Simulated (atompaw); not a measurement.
Ti (Z = 22): one change to a PAW (atompaw) potential, before and after

| Property | Result |
| --- | --- |
| Element | Ti |
| Generator | atompaw 4.2.0.5 |
| Type | PAW |
| Functional | PBE |
| Relativity | scalar-relativistic |
| Frozen core | [Ne] |
| Valence charge | 12 |
| Reference configuration | 3s2 3p6 3d2 4s1.75 4p0 (charge +0.25) |
| Partial waves | 3s (bound): rc 1.40 bohr; 4s (bound): rc 1.80 bohr; 3p (bound): rc 1.80 bohr; 4p (bound, empty): rc 1.80 bohr; 3d (bound): rc 1.80 bohr; 3d channel at 0.4 Ry: rc 1.80 bohr |
| Local potential | troulliermartins scheme with l = 3 at 0 Ry, radius 1.30 bohr |
| Core correction | smooth core density matched at 1.55 bohr |
| Augmentation charge | besselshape compensation charge, radius 1.70 bohr; PAW radius 1.80 bohr; waves and projectors: custom polynom2 7 10 vanderbiltortho |

All-electron outer shells of the reference configuration (PBE, scalar-relativistic, ld1.x):

```tsv
shell	level (eV)	outermost node (bohr)	outermost maximum (bohr)
2s	-538.60	0.09	0.27
2p	-445.93	–	0.22
3s	-64.31	0.40	0.87
3p	-40.54	0.37	0.90
3d	-5.91	–	0.98
4s	-5.87	1.24	2.88
4p	-2.67	1.38	3.66
```

Change: core [Ar], valence charge 4; reference 3d2 4s0 4p0; waves now 4s (bound): rc 2.50 bohr; 4s channel at -0.45 Ry: rc 2.95 bohr; 4p (bound): rc 2.95 bohr; 4p channel at 4 Ry: rc 2.95 bohr; 3d (bound): rc 1.50 bohr; 3d channel at -0.7 Ry: rc 2.95 bohr; local potential troulliermartins scheme with l = 3 at 0 Ry, radius 2.40 bohr; core correction smooth core density matched at 2.55 bohr; augmentation besselshape compensation charge, radius 2.65 bohr; PAW radius 2.95 bohr; waves and projectors: custom polynom2 7 10 vanderbiltortho.

Cutoffs: the cutoffs (Ry, on a coarse ladder) from which the occupation-weighted sum of valence levels, in a spherical-Bessel basis at the reference potential, stays within 10 and 1 mRy of its value at 400 Ry; they do not see the model core or the augmentation charge, which bear on the density cutoff.

What does the change do?

The potential gets harder (25 Ry and 60 Ry → 30 Ry and 230 Ry); neither file shows a bound ghost. Several settings change at once here, so the effects cannot be laid on one of them.

```
                            quantity                    base                 changed
                       cutoff, loose                   25 Ry                   30 Ry
                       cutoff, tight                   60 Ry                  230 Ry
                        bound ghosts                    none                    none
lowest overlap eigenvalue by channel  s 0.78, p 0.88, d 0.93  s 0.55, p 0.76, d 0.47
```

 The cutoffs see the waves, projectors and local potential, not the compensation charge or the core.
